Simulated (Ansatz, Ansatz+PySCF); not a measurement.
| atom | x (Å) | y (Å) | z (Å) |
| --- | --- | --- | --- |
| C | 0.0000 | 0.0000 | 0.0000 |
| H | 1.2539 | 0.0000 | 0.0000 |
| H | -0.5452 | 0.9443 | 0.0000 |
| H | -0.5452 | -0.9443 | 0.0000 |

Basis set: STO-3G (spherical functions). Frozen core: 1 orbital. Correlation on ROHF uses semicanonical orbitals with singles. Charge 0, multiplicity 2.

Computed with Ansatz (development build ahead of 0.2.0); each method stands on the lowest determinant of its kind that the runs found.

**Question.** Give the atomization energy at this shape (free ground-state atoms in the same class of orbitals less the molecule, no zero-point energy) of doublet CH₃ by PBE0 (unrestricted), ROHF-CCSD(T), UHF-MP2, ROHF-MP2, UHF, ROHF.

**Answer.**

```
             method  atomization energy
PBE0 (unrestricted)     359.20 kcal/mol
       ROHF-CCSD(T)     315.74 kcal/mol
            UHF-MP2     307.64 kcal/mol
           ROHF-MP2     306.51 kcal/mol
                UHF     287.14 kcal/mol
               ROHF     283.79 kcal/mol
```

Caution: the shape is not the minimum.

This basis has no polarisation functions and is too small for such energies, which can lie far from measured ones in either direction.
